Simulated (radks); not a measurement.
Species: Au4+. Configuration: [Xe] 4f14 5d7.

Calculated with a radial shooting solver on a logarithmic mesh with Libxc functionals: scalar-relativistic Kohn-Sham, PBE, spin-polarised, spherical densities, finite nucleus; open shells are filled with parallel spins first (spin-orbit coupling, left out, can overturn this in heavy ions); Fermi nuclear charge, rms radius 5.4371 fm.

Energy parts (Ry):
| part | energy |
|---|---|
| total | -38007.1229 |
| kinetic | 42501.9792 |
| electron-nucleus | -94264.0236 |
| Hartree | 14475.9811 |
| exchange-correlation | -721.0596 |

Orbitals (lengths in bohr, moments of r in powers of bohr):
\begin{tabular}{lrrr}
orbital & occ. & eigenvalue (Ry) & <r> \\ \hline
1s up & 1 & -5938.288 & 0.01687 \\
1s down & 1 & -5938.289 & 0.01687 \\
2s up & 1 & -1051.050 & 0.07114 \\
2s down & 1 & -1051.031 & 0.07114 \\
2p up & 3 & -909.4721 & 0.06424 \\
2p down & 3 & -909.4566 & 0.06424 \\
3s up & 1 & -251.0528 & 0.1839 \\
3s down & 1 & -251.0456 & 0.1839 \\
3p up & 3 & -209.9649 & 0.1851 \\
3p down & 3 & -209.9568 & 0.1851 \\
3d up & 5 & -165.9964 & 0.1677 \\
3d down & 5 & -165.9825 & 0.1677 \\
4s up & 1 & -57.53672 & 0.4071 \\
4s down & 1 & -57.51831 & 0.4071 \\
4p up & 3 & -44.05639 & 0.4335 \\
4p down & 3 & -44.03932 & 0.4335 \\
4d up & 5 & -27.84951 & 0.4583 \\
4d down & 5 & -27.82966 & 0.4582 \\
4f up & 7 & -9.85806 & 0.4984 \\
4f down & 7 & -9.82953 & 0.4971 \\
5s up & 1 & -11.84963 & 0.9228 \\
5s down & 1 & -11.72093 & 0.9193 \\
5p up & 3 & -8.24429 & 1.056 \\
5p down & 3 & -8.08626 & 1.052 \\
5d up & 5 & -4.11892 & 1.379 \\
5d down & 2 & -3.94289 & 1.386 \\
\end{tabular}

The highest occupied level is 5d down at -53.646 eV. The density falls to 0.001 e/bohr^3 at r = 3.11 bohr. Summed over all electrons, <r^2> = 33.69 bohr^2, which gives a Langevin (diamagnetic) susceptibility term of -26.7 x 10^-6 cm^3/mol. The spin density at the nucleus is -19.89 e/bohr^3 (1s -0.22, 2s -2.46, 3s 0.08, 4s 2.80, 5s -20.08).
